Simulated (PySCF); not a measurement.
From one molecule to another.

First species: C₄H₁₁BO₂.
SMILES: `O[BH2-][O+]1CCCC1`

Second species: C₅H₁₃NSi₄.
Structure used (PBE0-D3(BJ)/def2-SVP), in Å, numbered top down from 1:
```
atom  x, y, z in Å
Si1   -2.277    1.775   -0.175
Si2   -2.271   -0.198    1.094
Si3   -1.865   -2.028   -0.322
Si4   -0.117   -1.461   -1.779
C5     1.108   -0.422   -0.768
C6     2.492   -0.628   -0.764
C7     3.300    0.184    0.030
C8     2.701    1.179    0.797
C9     1.315    1.316    0.734
N10    0.543    0.542   -0.021
H11   -3.652    2.375   -0.187
H12   -1.354    2.803    0.397
H13   -1.900    1.495   -1.594
H14   -3.608   -0.414    1.743
H15   -1.254   -0.152    2.188
H16   -1.493   -3.255    0.456
H17   -3.099   -2.338   -1.113
H18    0.604   -2.648   -2.339
H19   -0.632   -0.644   -2.921
H20    2.930   -1.420   -1.376
H21    4.383    0.039    0.052
H22    3.292    1.839    1.436
H23    0.802    2.084    1.325
```

Levels: B3LYP/def2-SVPD for HOMO energy, LUMO energy, HOMO–LUMO gap and static isotropic polarisability; TDDFT B3LYP/def2-SVPD for lowest singlet excitation; TDA B3LYP/def2-SVPD for lowest triplet excitation (Tamm–Dancoff); ΔSCF B3LYP/def2-SVPD for vertical ionisation energy. Geometries: PBE0-D3(BJ)/def2-SVP. All species are isolated and taken at one optimised geometry, non-relativistic unless stated; the electronic structure was computed with PySCF and density fitting.

The conformers computed, where there is a choice (atom-mapped SMILES and torsion angles):
- `[SiH3:1][SiH2:2][SiH2:3][SiH2:4][c:5]1[cH:6][cH:7][cH:8][cH:9][n:10]1`: Si1–Si2–Si3–Si4 44°, Si2–Si3–Si4–C5 37°, Si3–Si4–C5–C6 133°

The conformers of `O[BH2-][O+]1CCCC1` aren't listed.

```
                                property  column X  column Y
                             HOMO energy  -7.30 eV  -7.18 eV
                             LUMO energy   0.04 eV  -1.63 eV
                           HOMO–LUMO gap   7.34 eV   5.55 eV
               lowest singlet excitation   6.56 eV   4.42 eV
lowest triplet excitation (Tamm–Dancoff)   6.45 eV   3.88 eV
         static isotropic polarisability   72.6 au  184.9 au
              vertical ionisation energy   9.78 eV   8.77 eV
```

(1) Which column belongs to which species?

(2) How does each property change from the first species to the second?

Results:

(1) Column X is the first species and column Y the second. The first has 18 atoms and 56 electrons, the second 23 and 106.

(2) HOMO energy +0.12 eV; LUMO energy -1.67 eV; HOMO–LUMO gap -1.79 eV; lowest singlet excitation -2.14 eV; lowest triplet excitation (Tamm–Dancoff) -2.57 eV; static isotropic polarisability +112.3 au; vertical ionisation energy -1.01 eV.

On the first: S1 lies 0.78 eV below the HOMO–LUMO gap; its leading configuration is HOMO→LUMO, weight 0.84. The polarisability is 10.76 Å³ as a volume (1 au = 0.148185 Å³), or 1.30 au for each of the 56 electrons.

On the second: S1 lies 1.13 eV below the HOMO–LUMO gap; its leading configuration is HOMO→LUMO, weight 0.90. No computed singlet falls in the visible range (750 to 380 nm, 1.65 to 3.26 eV); S1 lies 1.16 eV above its blue end.
